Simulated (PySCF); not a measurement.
Titanium: a sound run and one with changed settings

Sound run: Ti²⁺ [Ar] 3d2, Ti³⁺ [Ar] 3d1. All numbers are calculated (PySCF 2.14, scalar relativity by spin-free X2C-1e, in aug-cc-pVDZ-DK). In the sound run the correlated levels freeze [Ar]. The sound run starts from symmetry-adapted Hartree-Fock orbitals and uses a fine grid where one is needed.

Changed run: all electrons correlated in a basis built for the valence shell.

```
species  method  sound run (hartree)  changed run (hartree)  converged
   Ti²⁺     MP2           -852.06715             -852.21039        yes
   Ti³⁺     MP2                  n/a             -851.22116        yes
```

Ionisation energy of Ti²⁺:

```tsv
method	sound run (eV)	changed run (eV)
UHF	26.910	26.910
MP2	26.986	26.918
SCS-MP2	26.935	26.883
```

A valence basis has no tight correlating functions, so it recovers only part of the core correlation, and not evenly between atom and ion.

For comparison, NIST gives 27.492 eV between the lowest levels.
